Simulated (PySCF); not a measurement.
Species: [In(CN)H3]-, CH3InN (charge -1).
Bonds: In1–C2, C2–N3. Hydrogens: H4, H5, H6 on In1.

Computed, not measured: PBE0-D3(BJ)/def2-SVP geometry optimisation, gas phase, def2 core potentials past Kr in PySCF 2.14.0.

(1) List the bond lengths and angles at this level.

## Answers

(1) 
```tsv
bond	length (bohr)
In1–C2	4.235
In1–H4, In1–H5, In1–H6	3.344
C2–N3	2.203
```

Bonds in one row agree within 0.02 bohr and their mean is given. A selection of angles:
```tsv
angle	degrees
C2–In1–H4	105.5
H4–In1–H5	113.1
In1–C2–N3	179.6
```

In1 (indium bonded to C and 3 H) is distorted tetrahedral (angles from 105.5° to 113.1°).

Point group: C3v (every atom within 0.08 Å of its image). Stationary, but not proved a minimum. The geometry's basis has no diffuse functions, a weakness for an anion.

Time: 10 s of wall time. Hardware: x86-64 server, one thread, no GPU, on a shared host. This is the geometry optimisation.
